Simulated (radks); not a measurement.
Effect of the nuclear size on the bismuth ion Bi2+, [Hg] 6p1. Method: Dirac Kohn-Sham, exchange-only LDA, spin-unpolarised, spherical densities, finite nucleus; open shells are shared between the two j in proportion to 2j + 1; Fermi nuclear charge, rms radius 5.5211 fm; computed with a radial shooting solver on a logarithmic mesh with Libxc functionals. The rms radius is varied about that value; shifts are against it.

rms radius (fm) = 4.439: total energy shift (eV) -52.1; density at nucleus (e/bohr^3) 3.259e+06; 1s1/2 shift (meV) -20700; 2s1/2 shift (meV) -3170; 5p1/2 shift (meV) 0.648; 6s1/2 shift (meV) -4.94; 6p1/2 shift (meV) 0.612; 6p3/2 shift (meV) 0.835; 7s1/2 (empty) shift (meV) -0.962
rms radius (fm) = 5.0352: total energy shift (eV) -24.2; density at nucleus (e/bohr^3) 3.081e+06; 1s1/2 shift (meV) -9600; 2s1/2 shift (meV) -1470; 5p1/2 shift (meV) 0.299; 6s1/2 shift (meV) -2.29; 6p1/2 shift (meV) 0.284; 6p3/2 shift (meV) 0.387; 7s1/2 (empty) shift (meV) -0.447
rms radius (fm) = 5.5211: total energy shift (eV) 0; density at nucleus (e/bohr^3) 2.957e+06; 1s1/2 shift (meV) 0.000; 2s1/2 shift (meV) 0.000; 5p1/2 shift (meV) 0.000; 6s1/2 shift (meV) 0.000; 6p1/2 shift (meV) 0.000; 6p3/2 shift (meV) 0.000; 7s1/2 (empty) shift (meV) 0.000
rms radius (fm) = 5.9241: total energy shift (eV) 21.0; density at nucleus (e/bohr^3) 2.865e+06; 1s1/2 shift (meV) 8330; 2s1/2 shift (meV) 1280; 5p1/2 shift (meV) -0.257; 6s1/2 shift (meV) 1.99; 6p1/2 shift (meV) -0.246; 6p3/2 shift (meV) -0.336; 7s1/2 (empty) shift (meV) 0.387
rms radius (fm) = 6.5977: total energy shift (eV) 57.8; density at nucleus (e/bohr^3) 2.73e+06; 1s1/2 shift (meV) 23000; 2s1/2 shift (meV) 3520; 5p1/2 shift (meV) -0.702; 6s1/2 shift (meV) 5.48; 6p1/2 shift (meV) -0.678; 6p3/2 shift (meV) -0.926; 7s1/2 (empty) shift (meV) 1.07

Slopes of the eigenvalues against <r^2> in GHz/fm^2, as finite differences over the two radii next to the reference (eigenvalue slopes, not the field-shift constants of lines): 1s1/2 445000, 2s1/2 68300, 5p1/2 -13.8, 6s1/2 106, 6p1/2 -13.2, 6p3/2 -18.0, 7s1/2 (empty) 20.7.
